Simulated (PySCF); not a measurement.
# Computed records: GeH4N

All values are calculated (PySCF 2.14.0). Calculation on a computer-drawn molecule: vertical ionisation energy to the stated ion spin, frozen-core CCSD(T) at the basis limit and cheaper methods, single-reference cases, UHF for radicals, no spin-orbit; all values are single points at the evaluated structure, the first of each entry, which is the reference or a displaced copy of it and isn't optimised; the reference structure only sets the zero of the energies above reference; triples share is (T) over the correlation energy; on germanium a core potential holds 10 electrons, which the energies leave out, and 3d is frozen in MP2 and coupled-cluster steps.

Common to all runs: charge 1; multiplicity 1; ion multiplicity 2; diffuse functions no; basis cc-pVnZ; basis and core potential on germanium cc-pVnZ-PP ECP10MDF; reference is the Hartree-Fock double-zeta minimum; best is HF at quadruple zeta + MP2 correlation extrapolated from triple and quadruple zeta + CCSD(T) minus MP2 at triple zeta; basis step is the size of the change from the same recipe one zeta lower.

(1) GeH4N

Evaluated structure:
```xyz
6
GeH4N
N      0.8263    -0.6221     3.0431
Ge    -0.6188    -0.4617     2.1545
H      1.2710     0.1118     3.5918
H      1.6257    -1.8499     3.0330
H     -1.3146     0.8840     2.2628
H     -1.0753    -1.6306     1.3602
```

Reference structure:
```xyz
6
GeH4N
N      0.8637    -0.6379     3.0296
Ge    -0.6108    -0.4490     2.1542
H      1.2665     0.0896     3.5963
H      1.4044    -1.4864     3.0242
H     -1.3109     0.8774     2.2576
H     -1.0923    -1.6239     1.3493
```

```
ionisation energy best                    : 17.03 eV
ionisation energy basis step              : 0.009011 eV
energy above reference best               : 46.73 kcal/mol
energy above reference basis step         : 0.2841 kcal/mol
ionisation energy Koopmans at triple zeta : 17.7 eV
ionisation energy EOM CCSD at triple zeta : 16.84 eV
total energy HF triple zeta               : -349.8467 hartree
total energy CCSD(T) triple zeta          : -350.2119 hartree
total energy best                         : -350.2548 hartree
T1 diagnostic at triple zeta              : 0.01919
D1 diagnostic at triple zeta              : 0.05926
ion T1 diagnostic at triple zeta          : 0.01629
ion D1 diagnostic at triple zeta          : 0.05119
ion spin squared at triple zeta           : 0.783
triples share at triple zeta              : 0.03934
basis functions triple zeta               : 125
```

Drawn bonds:
| atom | other atom | order |
| --- | --- | --- |
| 1 | 2 | 1 |
| 1 | 3 | 1 |
| 1 | 4 | 1 |
| 2 | 5 | 1 |
| 2 | 6 | 1 |

Triple zeta:
| method | ionisation energy (eV) | energy above reference (kcal/mol) |
| --- | --- | --- |
| HF | 15.08 | 55.66 |
| PBE | 17.04 | 43.27 |
| r2SCAN | 16.85 | 46.23 |
| B3LYP | 16.95 | 46.33 |
| wB97X | 16.83 | 48.73 |
| MP2 | 17.03 | 47.52 |
| CCSD | 16.73 | 47.97 |
| CCSD(T) | 16.89 | 46.68 |

(2) GeH4N

Evaluated structure:
```xyz
6
GeH4N
N      0.8795    -0.6330     3.0821
Ge    -0.6032    -0.4022     2.1310
H      1.2058     0.0599     3.5757
H      1.3697    -1.4255     3.0387
H     -1.3162     0.8322     2.2406
H     -1.1524    -1.6167     1.3364
```

Reference structure:
```xyz
6
GeH4N
N      0.8637    -0.6379     3.0296
Ge    -0.6108    -0.4490     2.1542
H      1.2665     0.0896     3.5963
H      1.4044    -1.4864     3.0242
H     -1.3109     0.8774     2.2576
H     -1.0923    -1.6239     1.3493
```

```
ionisation energy best                    : 17.4 eV
ionisation energy basis step              : 0.02152 eV
energy above reference best               : 12.8 kcal/mol
energy above reference basis step         : 0.02656 kcal/mol
ionisation energy Koopmans at triple zeta : 17.95 eV
ionisation energy EOM CCSD at triple zeta : 17.28 eV
total energy HF triple zeta               : -349.9169 hartree
total energy CCSD(T) triple zeta          : -350.2655 hartree
total energy best                         : -350.3088 hartree
T1 diagnostic at triple zeta              : 0.01819
D1 diagnostic at triple zeta              : 0.05823
ion T1 diagnostic at triple zeta          : 0.008665
ion D1 diagnostic at triple zeta          : 0.02237
ion spin squared at triple zeta           : 0.7582
triples share at triple zeta              : 0.03464
basis functions triple zeta               : 125
```

Drawn bonds:
| atom | other atom | order |
| --- | --- | --- |
| 1 | 2 | 1 |
| 1 | 3 | 1 |
| 1 | 4 | 1 |
| 2 | 5 | 1 |
| 2 | 6 | 1 |

Triple zeta:
| method | ionisation energy (eV) | energy above reference (kcal/mol) |
| --- | --- | --- |
| HF | 15.55 | 11.57 |
| PBE | 17.47 | 14.1 |
| r2SCAN | 17.27 | 13.29 |
| B3LYP | 17.38 | 13.01 |
| wB97X | 17.27 | 13.34 |
| MP2 | 17.35 | 13.09 |
| CCSD | 17.12 | 12.88 |
| CCSD(T) | 17.27 | 13.04 |

(3) GeH4N

Evaluated structure:
```xyz
6
GeH4N
N      0.8495    -0.6283     2.9262
Ge    -0.7429    -0.3071     2.2112
H      1.2352     0.0582     3.5948
H      1.3677    -1.6004     2.9509
H     -1.3998     0.9035     2.1744
H     -1.1213    -1.6258     1.4375
```

Reference structure:
```xyz
6
GeH4N
N      0.8637    -0.6379     3.0296
Ge    -0.6108    -0.4490     2.1542
H      1.2665     0.0896     3.5963
H      1.4044    -1.4864     3.0242
H     -1.3109     0.8774     2.2576
H     -1.0923    -1.6239     1.3493
```

```
ionisation energy best                    : 17.06 eV
ionisation energy basis step              : 0.01715 eV
energy above reference best               : 12.77 kcal/mol
energy above reference basis step         : 0.4216 kcal/mol
ionisation energy Koopmans at triple zeta : 17.61 eV
ionisation energy EOM CCSD at triple zeta : 16.91 eV
total energy HF triple zeta               : -349.9097 hartree
total energy CCSD(T) triple zeta          : -350.2663 hartree
total energy best                         : -350.3089 hartree
T1 diagnostic at triple zeta              : 0.01973
D1 diagnostic at triple zeta              : 0.06348
ion T1 diagnostic at triple zeta          : 0.01043
ion D1 diagnostic at triple zeta          : 0.02661
ion spin squared at triple zeta           : 0.7606
triples share at triple zeta              : 0.03723
basis functions triple zeta               : 125
```

Drawn bonds:
| atom | other atom | order |
| --- | --- | --- |
| 1 | 2 | 1 |
| 1 | 3 | 1 |
| 1 | 4 | 1 |
| 2 | 5 | 1 |
| 2 | 6 | 1 |

Triple zeta:
| method | ionisation energy (eV) | energy above reference (kcal/mol) |
| --- | --- | --- |
| HF | 15.16 | 16.11 |
| PBE | 17.1 | 11.2 |
| r2SCAN | 16.91 | 12.51 |
| B3LYP | 17.02 | 12.43 |
| wB97X | 16.9 | 13.48 |
| MP2 | 17.03 | 12.77 |
| CCSD | 16.76 | 13.18 |
| CCSD(T) | 16.92 | 12.58 |

(4) GeH4N

Evaluated structure:
```xyz
6
GeH4N
N      0.7476    -0.5827     3.0099
Ge    -0.6344    -0.4657     2.1329
H      1.1447     0.1181     3.5423
H      1.3374    -1.4806     3.1111
H     -1.3741     0.8171     2.1640
H     -0.8997    -1.5763     1.4314
```

Reference structure:
```xyz
6
GeH4N
N      0.8637    -0.6379     3.0296
Ge    -0.6108    -0.4490     2.1542
H      1.2665     0.0896     3.5963
H      1.4044    -1.4864     3.0242
H     -1.3109     0.8774     2.2576
H     -1.0923    -1.6239     1.3493
```

```
ionisation energy best                    : 17.89 eV
ionisation energy basis step              : 0.02624 eV
energy above reference best               : 17.03 kcal/mol
energy above reference basis step         : 0.3251 kcal/mol
ionisation energy Koopmans at triple zeta : 18.4 eV
ionisation energy EOM CCSD at triple zeta : 17.73 eV
total energy HF triple zeta               : -349.9111 hartree
total energy CCSD(T) triple zeta          : -350.2587 hartree
total energy best                         : -350.3021 hartree
T1 diagnostic at triple zeta              : 0.01475
D1 diagnostic at triple zeta              : 0.0459
ion T1 diagnostic at triple zeta          : 0.008807
ion D1 diagnostic at triple zeta          : 0.02171
ion spin squared at triple zeta           : 0.7584
triples share at triple zeta              : 0.03368
basis functions triple zeta               : 125
```

Drawn bonds:
| atom | other atom | order |
| --- | --- | --- |
| 1 | 2 | 1 |
| 1 | 3 | 1 |
| 1 | 4 | 1 |
| 2 | 5 | 1 |
| 2 | 6 | 1 |

Triple zeta:
| method | ionisation energy (eV) | energy above reference (kcal/mol) |
| --- | --- | --- |
| HF | 16.07 | 15.25 |
| PBE | 17.91 | 17.01 |
| r2SCAN | 17.74 | 14.78 |
| B3LYP | 17.86 | 16.04 |
| wB97X | 17.76 | 15.11 |
| MP2 | 17.85 | 16.66 |
| CCSD | 17.62 | 16.93 |
| CCSD(T) | 17.75 | 17.32 |

(5) GeH4N

Evaluated structure:
```xyz
6
GeH4N
N      0.7476    -0.5827     3.0099
Ge    -0.5856    -0.4698     2.1639
H      1.1447     0.1181     3.5423
H      1.3374    -1.4806     3.1111
H     -1.3253     0.8130     2.1950
H     -0.8509    -1.5804     1.4624
```

Reference structure:
```xyz
6
GeH4N
N      0.8637    -0.6379     3.0296
Ge    -0.6108    -0.4490     2.1542
H      1.2665     0.0896     3.5963
H      1.4044    -1.4864     3.0242
H     -1.3109     0.8774     2.2576
H     -1.0923    -1.6239     1.3493
```

```
ionisation energy best                    : 18.26 eV
ionisation energy basis step              : 0.02844 eV
energy above reference best               : 25.64 kcal/mol
energy above reference basis step         : 0.6471 kcal/mol
ionisation energy Koopmans at triple zeta : 18.78 eV
ionisation energy EOM CCSD at triple zeta : 18.1 eV
total energy HF triple zeta               : -349.8992 hartree
total energy CCSD(T) triple zeta          : -350.2447 hartree
total energy best                         : -350.2884 hartree
T1 diagnostic at triple zeta              : 0.01326
D1 diagnostic at triple zeta              : 0.04029
ion T1 diagnostic at triple zeta          : 0.009117
ion D1 diagnostic at triple zeta          : 0.02157
ion spin squared at triple zeta           : 0.7581
triples share at triple zeta              : 0.03281
basis functions triple zeta               : 125
```

Drawn bonds:
| atom | other atom | order |
| --- | --- | --- |
| 1 | 2 | 1 |
| 1 | 3 | 1 |
| 1 | 4 | 1 |
| 2 | 5 | 1 |
| 2 | 6 | 1 |

Triple zeta:
| method | ionisation energy (eV) | energy above reference (kcal/mol) |
| --- | --- | --- |
| HF | 16.47 | 22.67 |
| PBE | 18.23 | 25.35 |
| r2SCAN | 18.11 | 22.3 |
| B3LYP | 18.22 | 24.1 |
| wB97X | 18.14 | 22.62 |
| MP2 | 18.22 | 25.33 |
| CCSD | 18 | 25.52 |
| CCSD(T) | 18.13 | 26.13 |

(6) GeH4N

Evaluated structure:
```xyz
6
GeH4N
N      0.7476    -0.5827     3.0099
Ge    -0.6866    -0.4613     2.0998
H      1.1447     0.1181     3.5423
H      1.3374    -1.4806     3.1111
H     -1.4263     0.8215     2.1309
H     -0.9519    -1.5719     1.3983
```

Reference structure:
```xyz
6
GeH4N
N      0.8637    -0.6379     3.0296
Ge    -0.6108    -0.4490     2.1542
H      1.2665     0.0896     3.5963
H      1.4044    -1.4864     3.0242
H     -1.3109     0.8774     2.2576
H     -1.0923    -1.6239     1.3493
```

```
energy above reference basis step : —
```

Drawn bonds:
| atom | other atom | order |
| --- | --- | --- |
| 1 | 2 | 1 |
| 1 | 3 | 1 |
| 1 | 4 | 1 |
| 2 | 5 | 1 |
| 2 | 6 | 1 |

To be estimated
1. Give the missing energy above reference basis step for GeH4N (entry 6).
2. Give the table of triple zeta values for GeH4N (entry 6).

Calculated values
1. 0.009464 kcal/mol
2. 
Triple zeta:
| method | ionisation energy (eV) | energy above reference (kcal/mol) |
| --- | --- | --- |
| HF | 15.66 | 12.32 |
| PBE | 17.56 | 12.82 |
| r2SCAN | 17.38 | 11.45 |
| B3LYP | 17.48 | 12.2 |
| wB97X | 17.38 | 11.9 |
| MP2 | 17.47 | 12.46 |
| CCSD | 17.23 | 12.84 |
| CCSD(T) | 17.37 | 12.95 |

Further results for GeH4N (entry 6):

```
ionisation energy best                    : 17.51 eV
ionisation energy basis step              : 0.02365 eV
energy above reference best               : 12.83 kcal/mol
ionisation energy Koopmans at triple zeta : 18.02 eV
ionisation energy EOM CCSD at triple zeta : 17.36 eV
total energy HF triple zeta               : -349.9157 hartree
total energy CCSD(T) triple zeta          : -350.2657 hartree
total energy best                         : -350.3088 hartree
T1 diagnostic at triple zeta              : 0.01662
D1 diagnostic at triple zeta              : 0.05278
ion T1 diagnostic at triple zeta          : 0.008856
ion D1 diagnostic at triple zeta          : 0.02313
ion spin squared at triple zeta           : 0.7589
triples share at triple zeta              : 0.0347
basis functions triple zeta               : 125
```
